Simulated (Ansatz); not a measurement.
SnO3H2 (the lowest singlet isomer of a short search) was relaxed with PBE-D4 (def2-SVP) in Ansatz in these states: charge +1 doublet, neutral singlet. The geometries follow in no particular order.

In the def2 sets Sn takes a core potential; there is no spin–orbit coupling.

A:

```xyz
6

Sn    1.219    0.467   -1.156
O     0.683   -0.768    1.753
O    -0.073   -0.282    0.786
O    -0.471    0.854   -2.069
H    -1.404    0.762   -1.790
H     0.047   -1.033    2.477
```

B:

| atom | x (Å) | y (Å) | z (Å) |
| --- | --- | --- | --- |
| Sn1 | -0.341 | -0.487 | -1.249 |
| O2 | 1.213 | -0.333 | 0.636 |
| O3 | 0.817 | 0.896 | -0.110 |
| O4 | -2.026 | -0.166 | -0.178 |
| H5 | -1.823 | 0.497 | 0.515 |
| H6 | 2.161 | -0.407 | 0.387 |

Q: Judge from the bond lengths which geometry belongs to which state (an estimate).

A: A is the charge +1 doublet (Sn1–O2 3.206 Å, Sn1–O3 2.450 Å, O2–O3 1.320 Å); B is the neutral singlet (Sn1–O2 2.448 Å, Sn1–O3 2.134 Å, O2–O3 1.492 Å).

These are the stationary points nearest to one start from a short search; other shapes may lie lower in each state.
